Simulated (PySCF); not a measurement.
M06-2X on Tb⁺ (terbium, charge +1)

Configuration: [Xe] 4f9 6s1, one real determinant. Calculation: PySCF 2.14, in x2c-TZVPPall (11s7p7d4f2g, 113 functions); scalar relativity by spin-free X2C-1e.

```json
{
 "Total energy": "-11709.30 hartree",
 "One-electron energy": "-16013.02 hartree",
 "Hartree (Coulomb) energy": "4564.69 hartree",
 "Exchange-correlation energy": "-260.96 hartree",
 "⟨S²⟩": "12.0110",
 "⟨L²⟩": "24.011",
 "Sum of ⟨r⟩": "39.28 bohr",
 "Sum of ⟨r²⟩": "54.43 bohr²",
 "Traceless quadrupole moment −½Σ⟨3z² − r²⟩ along its main axis": "-0.105 e·bohr²",
 "Langevin diamagnetic susceptibility": "-43.1 ×10⁻⁶ cm³/mol",
 "Time after the integrals": "of the order of 18 core-seconds"
}
```

| shell | electrons | mean orbital energy (hartree) | spread (hartree) | rms radius, mean of both spins (bohr) |
| --- | --- | --- | --- | --- |
| 1s α | 1 | -1910.80719 | 0 | 0.0245 |
| 1s β | 1 | -1910.80525 | 0 | 0.0245 |
| 2s α | 1 | -318.87495 | 0 | 0.0990 |
| 2s β | 1 | -318.87146 | 0 | 0.0990 |
| 2p α | 3 | -284.11549 | 0.00847 | 0.0890 |
| 2p β | 3 | -284.11325 | 0.00807 | 0.0890 |
| 3s α | 1 | -71.72240 | 0 | 0.256 |
| 3s β | 1 | -71.62473 | 0 | 0.256 |
| 3p α | 3 | -60.90274 | 0.04927 | 0.256 |
| 3p β | 3 | -60.79836 | 0.03063 | 0.256 |
| 3d α | 5 | -46.42859 | 0.04716 | 0.234 |
| 3d β | 5 | -46.32913 | 0.02290 | 0.234 |
| 4s α | 1 | -14.80888 | 0 | 0.577 |
| 4s β | 1 | -14.62934 | 0 | 0.577 |
| 4p α | 3 | -11.20492 | 0.07917 | 0.612 |
| 4p β | 3 | -11.00354 | 0.04209 | 0.612 |
| 4d α | 5 | -6.14703 | 0.08828 | 0.675 |
| 4d β | 5 | -5.87366 | 0.03205 | 0.675 |
| 5s α | 1 | -2.27595 | 0 | 1.42 |
| 5s β | 1 | -2.12484 | 0 | 1.42 |
| 5p α | 3 | -1.33109 | 0.03274 | 1.68 |
| 5p β | 3 | -1.23045 | 0.01934 | 1.68 |
| 4f α | 7 | -0.61532 | 0.08012 | 1.00 |
| 4f β | 2 | -0.44670 | 0.01034 | 1.00 |
| 6s α | 1 | -0.37827 | 0 | 3.98 |

⟨L²⟩ = 24.01 against 30 for a pure H term, so this real determinant mixes terms. Spin-orbit coupling, absent here, splits the open shell strongly.

Densities and radii are taken from the X2C orbitals without a picture-change correction, which distorts them close to the nucleus.
